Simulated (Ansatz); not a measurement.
Geometry optimisation, RKS PBE0-D4/STO-3G (Ansatz 0.2.0).

Input file:

```yaml
crystal:
  periodic: [false, false, false]
  atoms:
    - { symbol: C, position_ang: [-2.7326, -0.8168, -0.6359] }
    - { symbol: C, position_ang: [-1.5861, -0.7334, -0.7161] }
    - { symbol: C, position_ang: [-0.1388, -0.694, -0.82] }
    - { symbol: C, position_ang: [0.572, -1.7591, 0.1017] }
    - { symbol: Si, position_ang: [0.5888, 1.0604, -0.4809] }
    - { symbol: C, position_ang: [0.0608, 1.6672, 1.2234] }
    - { symbol: O, position_ang: [2.2745, 1.1129, -0.6231] }
    - { symbol: H, position_ang: [-3.8063, -0.7926, -0.598] }
    - { symbol: H, position_ang: [0.1853, -0.9134, -1.7966] }
    - { symbol: H, position_ang: [0.1202, -2.7621, -0.1366] }
    - { symbol: H, position_ang: [0.2401, -1.5954, 1.1805] }
    - { symbol: H, position_ang: [1.6092, -1.7906, 0.0358] }
    - { symbol: H, position_ang: [-0.0184, 2.0219, -1.493] }
    - { symbol: H, position_ang: [-1.055, 1.6852, 1.3302] }
    - { symbol: H, position_ang: [0.4327, 2.6461, 1.4229] }
    - { symbol: H, position_ang: [0.4573, 1.0268, 2.0248] }
    - { symbol: H, position_ang: [2.7772, 0.6365, 0.0209] }
basis:
  gaussian: { orbitals: STO-3G }
hamiltonian:
  xc: pbe0
  dispersion: d4
relax:
  f_tol: 0.015
  max_steps: 40
```

Command:

```bash
$ ansatz run input.yaml --threads 1 --pin off --max-ram 2048MiB --backend cpu --events-out ev --progress --plain --runs-dir out
```

Where does it end, and by what steps?

The forces met the threshold. Limits of this set-up: minimal basis. After 7 steps the energy has fallen by 0.869 eV; H17 moved furthest, 0.19 Å.

```tsv
step	energy less start (eV)	largest force component (eV/Å)	accepted
0	0.0000	7.181	yes
1	-0.7791	2.283	yes
2	-0.8420	0.723	yes
3	-0.8614	0.395	yes
4	-0.8637	0.326	yes
5	-0.8675	0.082	yes
6	-0.8685	0.089	yes
7	-0.8688	0.015	yes
```

```xyz
17
Properties=species:S:1:pos:R:3
C -2.743 -0.672 -0.592
C -1.548 -0.697 -0.708
C -0.072 -0.693 -0.824
C 0.567 -1.748 0.124
Si 0.579 1.068 -0.495
C 0.014 1.602 1.206
O 2.277 1.130 -0.668
H -3.814 -0.652 -0.495
H 0.191 -0.964 -1.861
H 0.198 -2.755 -0.108
H 0.326 -1.532 1.173
H 1.660 -1.751 0.010
H 0.059 1.948 -1.514
H -1.075 1.528 1.282
H 0.296 2.639 1.411
H 0.443 0.976 1.993
H 2.625 0.571 0.106
```

Whether the end is a true minimum wasn't checked by a vibrational analysis.

Run time: 43 s on 1 thread of Arm Neoverse V1, on a shared host, peak memory 0.14 GiB.
